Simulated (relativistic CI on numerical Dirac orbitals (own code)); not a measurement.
## Calculated levels, Ge³⁰⁺

Method of calculation: Dirac-Coulomb-Breit CI, orbitals from a KLI potential per configuration, model QED (radiative potential, 1s self-energy scaled to tabulated hydrogen-like ionisation energies), unscaled Slater integrals (own radial code, finite nucleus).

Configuration list: 1s2, 1s 2s, 1s 2p, 1s 3s, 1s 3p, 1s 3d, 1s 4s, 1s 4p, 1s 4d, 1s 4f, 1s 5s, 1s 5p, 1s 5d, 1s 5f, 1s 5g, 1s 6s, 1s 6p, 1s 6d. Levels of other configurations are missing.

```csv
No.,Configuration,Term,J,E (eV),%,Next component (%),Landé g,jj configuration (%)
1,1s2,1S,0,0.0,100,,,closed (100)
2,1s 2s,3S,1,10178.8,100,,1.980,1s 2s (100)
3,1s 2p,3P°,0,10216.6,100,,,1s 2p1/2 (100)
4,1s 2p,3P°,1,10219.4,84,16 1P°,1.400,1s 2p1/2 (96)
5,1s 2s,1S,0,10219.6,100,,,1s 2s (100)
6,1s 2p,3P°,2,10257.4,100,,1.487,1s 2p3/2 (100)
7,1s 2p,1P°,1,10279.1,84,16 3P°,1.079,1s 2p3/2 (96)
8,1s 3s,3S,1,12068.7,100,,1.982,1s 3s (100)
9,1s 3p,3P°,0,12079.1,100,,,1s 3p1/2 (100)
10,1s 3s,1S,0,12079.6,100,,,1s 3s (100)
11,1s 3p,3P°,1,12079.9,83,17 1P°,1.398,1s 3p1/2 (96)
12,1s 3p,3P°,2,12091.2,100,,1.490,1s 3p3/2 (100)
13,1s 3d,3D,2,12096.5,63,37 1D,1.094,1s 3d3/2 (100)
14,1s 3d,3D,1,12096.7,100,,0.504,1s 3d3/2 (100)
15,1s 3p,1P°,1,12097.2,83,17 3P°,1.088,1s 3p3/2 (96)
16,1s 3d,3D,3,12100.5,100,,1.326,1s 3d5/2 (100)
17,1s 3d,1D,2,12101.0,63,37 3D,1.064,1s 3d5/2 (100)
18,1s 4s,3S,1,12723.6,100,,1.983,1s 4s (100)
19,1s 4p,3P°,0,12727.8,100,,,1s 4p1/2 (100)
20,1s 4s,1S,0,12728.0,100,,,1s 4s (100)
21,1s 4p,3P°,1,12728.2,83,17 1P°,1.398,1s 4p1/2 (96)
22,1s 4p,3P°,2,12733.0,100,,1.491,1s 4p3/2 (100)
23,1s 4d,3D,2,12735.1,64,36 1D,1.097,1s 4d3/2 (100)
24,1s 4d,3D,1,12735.2,100,,0.506,1s 4d3/2 (100)
25,1s 4p,1P°,1,12735.4,83,17 3P°,1.091,1s 4p3/2 (96)
26,1s 4d,3D,3,12736.8,100,,1.327,1s 4d5/2 (100)
27,1s 4f,3F°,3,12737.0,57,43 1F°,1.040,1s 4f5/2 (100)
28,1s 4f,3F°,2,12737.0,100,,0.670,1s 4f5/2 (100)
29,1s 4d,1D,2,12737.0,64,36 3D,1.064,1s 4d5/2 (100)
30,1s 4f,3F°,4,12737.8,100,,1.245,1s 4f7/2 (100)
31,1s 4f,1F°,3,12737.9,57,43 3F°,1.039,1s 4f7/2 (100)
32,1s 5s,3S,1,13024.9,100,,1.983,1s 5s (100)
33,1s 5p,3P°,0,13027.0,100,,,1s 5p1/2 (100)
34,1s 5s,1S,0,13027.1,100,,,1s 5s (100)
35,1s 5p,3P°,1,13027.2,83,17 1P°,1.398,1s 5p1/2 (96)
36,1s 5p,3P°,2,13029.7,100,,1.491,1s 5p3/2 (100)
37,1s 5d,3D,2,13030.8,65,35 1D,1.098,1s 5d3/2 (100)
38,1s 5d,3D,1,13030.8,100,,0.507,1s 5d3/2 (100)
39,1s 5p,1P°,1,13030.9,83,17 3P°,1.092,1s 5p3/2 (96)
40,1s 5d,3D,3,13031.6,100,,1.327,1s 5d5/2 (100)
41,1s 5f,3F°,3,13031.7,57,43 1F°,1.041,1s 5f5/2 (100)
42,1s 5f,3F°,2,13031.7,100,,0.671,1s 5f5/2 (100)
43,1s 5d,1D,2,13031.7,65,35 3D,1.064,1s 5d5/2 (100)
44,1s 5f,3F°,4,13032.2,100,,1.245,1s 5f7/2 (100)
45,1s 5g,3G,4,13032.2,55,45 1G,1.022,1s 5g7/2 (100)
```

Energies count from the lowest computed level; ° marks odd parity. Filled j subshells are mostly left out of the jj labels.

The mean weight of the leading LS term, summed over parents, in these 45 levels is 88 %, and that of the leading jj configuration (from the same eigenvectors) 99 %, so jj coupling describes them better and the LS labels are nominal.

At this charge energies of transitions that change n are usually good to better than 1 %, and those within a shell (Δn = 0) to a few per cent.

LS names give the leading component of a level, which can be under half, so a name can repeat, a term be missing and a line seem to break the LS rules.
